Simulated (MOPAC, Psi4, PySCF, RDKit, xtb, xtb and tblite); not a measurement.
Two geometries of H8B2O4Si2, SMILES OB(O)[SiH2][SiH2]B(O)O, relaxed at GFN2-xTB with one dihedral held; other torsions can differ between them too.

Structure A

```
16

O      1.8745    -0.0608     1.4881
B      2.1848    -0.2942     0.1871
O      3.4942    -0.2120    -0.1463
Si     0.9155    -0.7147    -1.2744
Si    -1.3219    -0.8040    -0.6350
B     -1.6272    -1.1958     1.2801
O     -0.7906    -0.5986     2.1777
O     -2.5650    -2.0139     1.8256
H      0.9539    -0.1383     1.7638
H      4.0826     0.0052     0.5811
H      1.0133     0.2283    -2.4033
H      1.2302    -2.0044    -1.9239
H     -2.0037     0.4599    -0.9785
H     -2.0949    -1.7652    -1.4529
H     -0.9819    -0.8107     3.0955
H     -3.1778    -2.4432     1.2322
```

Structure B

```
16

O     -2.3891    -1.2578     1.1163
B     -2.3187    -0.5951    -0.0741
O     -3.4605    -0.0251    -0.5202
Si    -0.6711    -0.4265    -1.1409
Si    -0.2265    -2.4519    -2.1918
B     -0.1105    -3.8555    -0.7977
O     -0.4439    -3.4589     0.4615
O      0.2565    -5.1598    -0.9202
H     -1.6119    -1.7579     1.3670
H     -4.2231    -0.1537     0.0490
H      0.5020    -0.1321    -0.2825
H     -0.6577     0.6817    -2.1075
H      0.9782    -2.4505    -3.0482
H     -1.2635    -2.8065    -3.1871
H     -0.3826    -4.1575     1.1189
H      0.5008    -5.4733    -1.7883
```

Which is lower in energy at the level Psi4 with B3LYP-D3(BJ)/def2-SVP // GFN2-xTB, and by how much?

A is lower, by 6.84 kJ/mol (dihedral O1–B2–Si4–Si5: 0° in A, 75° in B).

E(B) − E(A) in kJ/mol at the other levels, on the same two geometries: GFN2-xTB (xtb and tblite) 5.26; B3LYP/def2-SVP // GFN2-xTB (Psi4) 7.35; PBE/def2-SVP // GFN2-xTB (Psi4) 7.84; PBE-D3(BJ)/def2-SVP // GFN2-xTB (Psi4) 7.57; UFF // GFN2-xTB (RDKit) -136.04; AM1, restricted, heats of formation // GFN2-xTB (MOPAC) -4.25; PM7, restricted, heats of formation // GFN2-xTB (MOPAC) -0.45; GFN1-xTB // GFN2-xTB (xtb) 1.66; restricted B3LYP/6-31G*, spherical d, density fitting // GFN2-xTB (PySCF) 8.53; restricted Hartree-Fock/3-21G, density fitting // GFN2-xTB (PySCF) 11.77; restricted B3LYP/6-311+G**, spherical d, density fitting // GFN2-xTB (PySCF) 7.34; restricted MP2 (frozen core)/3-21G // GFN2-xTB (PySCF) 14.39.
